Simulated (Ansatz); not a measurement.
Wavefunction ladder for CH₄AlFOSi

```xyz
9

F     2.581   -1.603    0.665
Al    1.269   -0.671    0.361
C    -0.506   -0.772   -0.447
Si   -0.502    1.042    0.084
O     1.036    0.990    0.742
H    -0.546   -0.958   -1.522
H    -1.235   -1.416    0.048
H    -0.577    2.008   -1.043
H    -1.520    1.380    1.112
```

Charge 0, multiplicity 1. All single points use the PBE0-D4/def2-TZVP geometry. Frozen core, restricted reference, the Gaussian-basis code of Ansatz. CBS rows extrapolate triple and quadruple zeta; past MP2 they add the triple-zeta difference.

```json
{"basis": "def2-TZVPP", "HF (Eh)": "-745.63540", "MP2 corr.": "-0.84907", "CCSD corr.": "-0.87376", "(T)": "-0.03206", "CCSD(T) total": "-746.54122"}
{"basis": "def2-QZVPP", "HF (Eh)": "?", "MP2 corr.": "-0.91860", "CCSD corr.": "–", "(T)": "–", "CCSD(T) total": "–"}
{"basis": "CBS(def2)", "HF (Eh)": "?", "MP2 corr.": "?", "CCSD corr.": "?", "(T)": "as TZ", "CCSD(T) total": "?"}
```

(1) Fill in the withheld values. (Best estimate.)

## Answers

(1) Ansatz gave: def2-QZVPP HF (Eh): -745.66222; CBS(def2) HF (Eh): -745.66591; CBS(def2) MP2 corr.: -0.97010; CBS(def2) CCSD corr.: -0.99480; CBS(def2) CCSD(T) total: -746.69277.
